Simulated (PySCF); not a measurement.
C2HF2O2 (SMILES O=C(O)[C](F)F), doublet, at a GFN2-xTB geometry; PySCF with LC-WPBE/6-31G.

Here is a job for PySCF.
```python
from pyscf import gto, scf, dft

mol = gto.Mole()
mol.atom = '''
    O     1.009084    1.501552    0.035435
    C     0.711607    0.326328    0.040603
    O     1.602559   -0.678309    0.121562
    C    -0.634841   -0.161430   -0.038988
    F    -1.680966    0.626445   -0.125696
    F    -0.969480   -1.433201   -0.034245
    H     2.500271   -0.314525    0.173805
'''
mol.basis = '6-31g'
mol.charge = 0
mol.spin = 1
mol.verbose = 4
mol.build()

mf = dft.UKS(mol)
mf.xc = 'lc_wpbe'
mf.kernel()
```

Task: What does PySCF print? Leave out banner, timings and long lists.

Result: 
```
PySCF version 2.14.0

[INPUT] verbose = 4
[INPUT] num. atoms = 7
[INPUT] num. electrons = 47
[INPUT] charge = 0
[INPUT] spin (= nelec alpha-beta = 2S) = 1
[INPUT] symmetry False subgroup None
[INPUT] Mole.unit = angstrom
[INPUT] Symbol           X                Y                Z      unit          X                Y                Z       unit  Magmom
[INPUT]  1 O      1.009084000000   1.501552000000   0.035435000000 AA    1.906892396681   2.837522041793   0.066962445224 Bohr   0.0
[INPUT]  2 C      0.711607000000   0.326328000000   0.040603000000 AA    1.344742338323   0.616670546777   0.076728549836 Bohr   0.0
[INPUT]  3 O      1.602559000000  -0.678309000000   0.121562000000 AA    3.028397608457  -1.281818237828   0.229718887154 Bohr   0.0
[INPUT]  4 C     -0.634841000000  -0.161430000000  -0.038988000000 AA   -1.199675622645  -0.305058488289  -0.073676642145 Bohr   0.0
[INPUT]  5 F     -1.680966000000   0.626445000000  -0.125696000000 AA   -3.176565364706   1.183809482103  -0.237531014953 Bohr   0.0
[INPUT]  6 F     -0.969480000000  -1.433201000000  -0.034245000000 AA   -1.832051683243  -2.708357371453  -0.064713671136 Bohr   0.0
[INPUT]  7 H      2.500271000000  -0.314525000000   0.173805000000 AA    4.724827427192  -0.594366109329   0.328443849080 Bohr   0.0

nuclear repulsion = 237.110028882143
number of shells = 32
number of NR pGTOs = 136
number of NR cGTOs = 56
basis = 6-31g
ecp = {}

******** <class 'pyscf.dft.uks.UKS'> ********
method = UKS
initial guess = minao
damping factor = 0
level_shift factor = 0
DIIS = <class 'pyscf.scf.diis.CDIIS'>
diis_start_cycle = 1
diis_space = 8
diis_damp = 0
SCF conv_tol = 1e-09
SCF conv_tol_grad = None
SCF max_cycles = 50
direct_scf = True
direct_scf_tol = 1e-13
number electrons alpha = 24  beta = 23
XC library pyscf.dft.libxc version 7.1.2
    S. Lehtola, C. Steigemann, M. J. T. Oliveira, and M. A. L. Marques,  SoftwareX 7, 1–5 (2018)
XC functionals = lc_wpbe
    O. A. Vydrov and G. E. Scuseria,  J. Chem. Phys. 125, 234109 (2006)
radial grids:
    Treutler-Ahlrichs [JCP 102, 346 (1995); DOI:10.1063/1.469408] (M4) radial grids

becke partition: Becke, JCP 88, 2547 (1988); DOI:10.1063/1.454033
pruning grids: <function nwchem_prune>
grids dens level: 3
symmetrized grids: False
atomic radii adjust function: <function treutler_atomic_radii_adjust>
small_rho_cutoff = 0
Set gradient conv threshold to 3.16228e-05
tot grids = 94736
init E= -427.679478691593

cycle= 1 E= -426.13823832825  delta_E= 1.54  |g|= 0.863  |ddm|= 2.07
cycle= 2 E= -425.933135980707  delta_E= 0.205  |g|= 1.22  |ddm|= 1.97
cycle= 3 E= -426.482030122467  delta_E= -0.549  |g|= 0.138  |ddm|= 1.15
cycle= 4 E= -426.488963757609  delta_E= -0.00693  |g|= 0.0726  |ddm|= 0.148
cycle= 5 E= -426.491791405848  delta_E= -0.00283  |g|= 0.0152  |ddm|= 0.0777
cycle= 6 E= -426.492360472384  delta_E= -0.000569  |g|= 0.00882  |ddm|= 0.0536
cycle= 7 E= -426.492483626392  delta_E= -0.000123  |g|= 0.00342  |ddm|= 0.0273
cycle= 8 E= -426.492505017458  delta_E= -2.14e-05  |g|= 0.00166  |ddm|= 0.0102
cycle= 9 E= -426.492509604234  delta_E= -4.59e-06  |g|= 0.000919  |ddm|= 0.003
cycle= 10 E= -426.492513327828  delta_E= -3.72e-06  |g|= 0.000494  |ddm|= 0.00415
cycle= 11 E= -426.492513959711  delta_E= -6.32e-07  |g|= 0.000233  |ddm|= 0.00173
cycle= 12 E= -426.492514110831  delta_E= -1.51e-07  |g|= 7.03e-05  |ddm|= 0.00107
cycle= 13 E= -426.492514117752  delta_E= -6.92e-09  |g|= 3.67e-05  |ddm|= 0.00022
cycle= 14 E= -426.492514118681  delta_E= -9.3e-10  |g|= 1.78e-05  |ddm|= 7.42e-05
Extra cycle  E= -426.492514118807  delta_E= -1.25e-10  |g|= 1.68e-05  |ddm|= 2.67e-05
converged SCF energy = -426.492514118807  <S^2> = 0.76189924  2S+1 = 2.011864
```
